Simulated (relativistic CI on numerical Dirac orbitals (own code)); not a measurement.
## Cd²⁺: computed level list

These numbers are calculated, not measured: Dirac-Coulomb-Breit CI, KLI orbitals optimised for each configuration, model QED (radiative potential, 1s self-energy scaled to tabulated hydrogen-like ionisation energies), valence Slater integrals scaled by 0.85, configuration energies shifted to the measured levels that pair with them (semi-empirical) (own radial code, finite nucleus).

CI space (outside the closed core [Kr]): 4d¹⁰, 4d⁹5s, 4d⁸5s², 4d⁹5d, 4d⁹6s, 4d⁹5p, 4d⁹4f, 4d⁹6p, 4d⁸4f², 4d⁹6d, 4d⁸5s5p, 4d⁹5f, 4d⁹5g, 4d⁹6f, 4d⁹6g, 4d⁸5p², 4d⁸5s6s. Levels of other configurations are missing.

| No. | Configuration | Term | J | E (eV) | % | Landé g | Lifetime (s) | jj configuration (%) |
| --- | --- | --- | --- | --- | --- | --- | --- | --- |
| 41 | 4d⁹5d | ³G | 3 | 26.1298 | 79 | 0.806 | 5.48e-10 | 4d3/2^3 4d5/2^6 5d3/2 (92) |
| 42 | 4d⁹5d | ³D | 1 | 26.1834 | 74 | 0.689 | 5.74e-10 | 4d3/2^3 4d5/2^6 5d3/2 (73) |
| 43 | 4d⁹5d | ³G | 4 | 26.2005 | 41 | 1.064 | 6.03e-10 | 4d3/2^3 4d5/2^6 5d5/2 (98) |
| 44 | 4d⁹5d | ³D | 2 | 26.2591 | 44 | 1.158 | 6.19e-10 | 4d3/2^3 4d5/2^6 5d5/2 (92) |
| 45 | 4d⁹5d | ³F | 2 | 26.3347 | 76 | 0.748 | 5.93e-10 | 4d3/2^3 4d5/2^6 5d3/2 (94) |
| 46 | 4d⁹5d | ³F | 3 | 26.3474 | 50 | 1.090 | 6.12e-10 | 4d3/2^3 4d5/2^6 5d5/2 (93) |
| 47 | 4d⁸5s5p‡ | ⁵D° | 4 | 27.1610 | 89 | 1.480 | 5.34e-07 | 4d5/2^4 5s 5p1/2 (65) |
| 48 | 4d⁹5d | ¹S | 0 | 27.3016 | 85 |  | 5.37e-10 | 4d3/2^3 4d5/2^6 5d3/2 (53) |
| 49 | 4d⁹6p‡ | ³P° | 2 | 27.4000 | 88 | 1.459 | 4.73e-09 | 4d5/2^5 6p1/2 (76) |
| 50 | 4d⁹6p‡ | ³F° | 3 | 27.4867 | 51 | 1.072 | 4.62e-09 | 4d5/2^5 6p1/2 (95) |
| 51 | 4d⁹6p‡ | ³F° | 4 | 27.5777 | 99 | 1.250 | 5.23e-09 | 4d5/2^5 6p3/2 (99) |
| 52 | 4d⁸5s5p‡ | ⁵D° | 3 | 27.5874 | 81 | 1.446 | 2.80e-08 | 4d3/2^3 4d5/2^5 5s 5p1/2 (31) |
| 53 | 4d⁸5s5p‡ | ⁵G° | 5 | 27.6467 | 57 | 1.305 | 3.60e-07 | 4d5/2^4 5s 5p1/2 (60) |
| 54 | 4d⁹6p‡ | ³P° | 1 | 27.6528 | 53 | 1.224 | 1.07e-09 | 4d5/2^5 6p3/2 (93) |
| 55 | 4d⁹6p‡ | ¹D° | 2 | 27.6917 | 51 | 1.044 | 4.54e-09 | 4d5/2^5 6p3/2 (75) |
| 56 | 4d⁹6p‡ | ³D° | 3 | 27.7163 | 81 | 1.276 | 4.42e-09 | 4d5/2^5 6p3/2 (94) |
| 57 | 4d⁸5s5p‡ | ⁵G° | 6 | 27.8080 | 99 | 1.332 |  | 4d5/2^4 5s 5p3/2 (87) |
| 58 | 4d⁸5s5p‡ | ⁵G° | 4 | 27.8239 | 62 | 1.181 | 6.59e-08 | 4d5/2^4 5s 5p1/2 (43) |
| 59 | 4d⁸5s5p‡ | ⁵D° | 2 | 27.9734 | 85 | 1.422 | 2.74e-08 | 4d3/2^3 4d5/2^5 5s 5p3/2 (39) |
| 60 | 4d⁸5s5p‡ | ⁵G° | 3 | 28.0671 | 74 | 0.985 | 5.97e-08 | 4d3/2^3 4d5/2^5 5s 5p1/2 (58) |
| 61 | 4d⁹6p‡ | ³F° | 2 | 28.1624 | 81 | 0.714 | 5.03e-09 | 4d3/2^3 4d5/2^6 6p1/2 (90) |
| 62 | 4d⁹6p‡ | ³P° | 0 | 28.1671 | 99 |  | 5.33e-09 | 4d3/2^3 4d5/2^6 6p3/2 (99) |
| 63 | 4d⁸5s5p‡ | ⁵F° | 5 | 28.1745 | 64 | 1.346 |  | 4d5/2^4 5s 5p3/2 (74) |
| 64 | 4d⁸5s5p‡ | ⁵G° | 2 | 28.2142 | 78 | 0.467 | 3.30e-08 | 4d3/2^3 4d5/2^5 5s 5p1/2 (29) |
| 65 | 4d⁹6p‡ | ¹P° | 1 | 28.2352 | 59 | 1.181 | 8.42e-10 | 4d3/2^3 4d5/2^6 6p1/2 (61) |
| 66 | 4d⁸5s5p‡ | ⁵D° | 1 | 28.2403 | 89 | 1.392 | 2.57e-08 | 4d3/2^3 4d5/2^5 5s 5p3/2 (43) |
| 67 | 4d⁹6p‡ | ³F° | 3 | 28.3106 | 48 | 1.072 | 4.92e-09 | 4d3/2^3 4d5/2^6 6p3/2 (99) |
| 68 | 4d⁹6p‡ | ³D° | 1 | 28.3491 | 85 | 0.605 | 4.15e-09 | 4d3/2^3 4d5/2^6 6p3/2 (62) |
| 69 | 4d⁸5s5p‡ | ⁵D° | 0 | 28.3632 | 95 |  | 5.19e-08 | 4d3/2^2 4d5/2^6 5s 5p3/2 (38) |
| 70 | 4d⁹6p‡ | ³D° | 2 | 28.4004 | 56 | 1.100 | 4.37e-09 | 4d3/2^3 4d5/2^6 6p3/2 (90) |

Energies count from the lowest computed level; ° marks odd parity; lifetimes are radiative, by E1, M1, E2 decay to levels of this space only; some are left blank where a channel outside the calculation adds to the decay or the decay crosses a small, uncertain gap. Filled j subshells are mostly left out of the jj labels. ‡ marks configurations that were not tied to measured data.

The mean weight of the leading LS term, summed over parents, in these 30 levels is 72 %, and that of the leading jj configuration (from the same eigenvectors) 73 %.

Configurations whose levels could be paired with our table of measured levels were shifted onto them, all but the ground configuration, by the median error of their levels; single terms can still be off by 1,000 to 2,000 cm⁻¹ or more, and rates follow the energies as ν³ (E1, M1) or ν⁵ (E2). The others borrow a shift and can be off by several thousand cm⁻¹ or more. The fine structure of a lone outer electron comes out too small, for d and f at times inverted, and misplaced configurations move strength between like terms. 18 of the 28 excited levels that our extract of the measured tables holds in this range could be paired (the sources list more); they are missed by 347 cm⁻¹ on average and 1418 at most, after the shifts were fitted to these levels, and levels without a partner can miss by more.

LS names give the leading component of a level, which can be under half, so a name can repeat, a term be missing and a line seem to break the LS rules.
